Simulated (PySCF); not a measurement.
# Electronic absorption of C4H12OSSi

C4H12OSSi.
Cartesian coordinates in Å at the GFN2-xTB level; atoms count from 1:
```
atom  x, y, z in Å
C1    -2.5763    1.0473   -0.1063
C2    -1.6571   -0.1576   -0.2593
C3    -0.1763    0.2113   -0.1988
S4     0.2196    0.9405    1.4438
C5     0.7369   -0.9670   -0.5042
Si6    2.5992   -0.5402   -0.6132
O7     3.1969   -0.0587    0.8120
H8    -2.4071    1.5405    0.8484
H9    -2.3933    1.7671   -0.9013
H10   -3.6169    0.7366   -0.1551
H11   -1.8769   -0.8923    0.5212
H12   -1.8458   -0.6355   -1.2244
H13    0.0242    1.0346   -0.8902
H14   -0.0112   -0.1721    2.1414
H15    0.5719   -1.7453    0.2459
H16    0.4174   -1.3902   -1.4581
H17    2.7417    0.5083   -1.6274
H18    3.3535   -1.7510   -0.9000
H19    2.6896    0.5330    1.3713
```

Method used: TDDFT CAM-B3LYP/def2-SVPD, vertical, gas phase, core orbitals frozen in the response in PySCF.

```csv
state,E (eV),λ (nm),f,|μ| (D),"main configurations (H = HOMO, L = LUMO)"
S1,5.69,217.8,0.0016,0.27,"H→L+1 (55%), H→L (23%), H→L+2 (8%)"
S2,6.35,195.4,0.040,1.30,"H→L (61%), H→L+1 (30%)"
S3,7.19,172.5,0.018,0.82,"H→L+3 (52%), H→L+2 (36%)"
S4,7.47,165.9,0.0084,0.54,"H-1→L (23%), H→L+2 (20%), H-1→L+3 (16%)"
S5,7.54,164.4,0.0083,0.54,"H→L+3 (25%), H-1→L (24%), H→L+2 (20%)"
S6,7.74,160.2,0.026,0.94,H→L+5 (56%)
S7,7.81,158.7,0.016,0.73,"H→L+4 (23%), H-1→L+3 (17%), H-1→L+1 (16%)"
S8,7.90,156.9,0.035,1.08,"H→L+4 (39%), H-1→L+1 (17%), H→L+6 (8%)"
```

Triplets (Tamm–Dancoff): T1 5.25 eV, H→L+1 (53%), H→L (20%), H→L+2 (9%); T2 5.93 eV, H→L (52%), H→L+1 (24%); T3 6.98 eV, H→L+3 (19%), H-3→L+1 (15%).

The lowest singlet lies at 5.69 eV (218 nm, ultraviolet) and is very weak; its leading configuration is HOMO→LUMO+1 (55%). The strongest level in the table is S2 at 6.35 eV (195 nm, f = 0.040). Löwdin shares by element: HOMO sulfur 66%, carbon 7% or more, oxygen 6%, hydrogen 5% or more (atoms not listed hold the other 16%); LUMO sulfur 37%, hydrogen 13% or more, silicon 9%, oxygen 5% (atoms not listed hold the other 36%). Weighted by f, the mean energy of these states is 7.31 eV. Orbital energies (eV): HOMO-3 -10.51, HOMO-2 -10.16, HOMO-1 -9.56, HOMO -8.53, LUMO 0.91, LUMO+1 1.13, LUMO+2 1.44. The listed states span 2.21 eV, and the widest gap between neighbours is 0.84 eV (S2 to S3). Only the lowest 8 singlets were computed, as vertical energies without vibronic structure.

One conformer stands for the species.

Without π bonds the low states are Rydberg-like; a valence basis with one diffuse set may place them up to an eV too high.
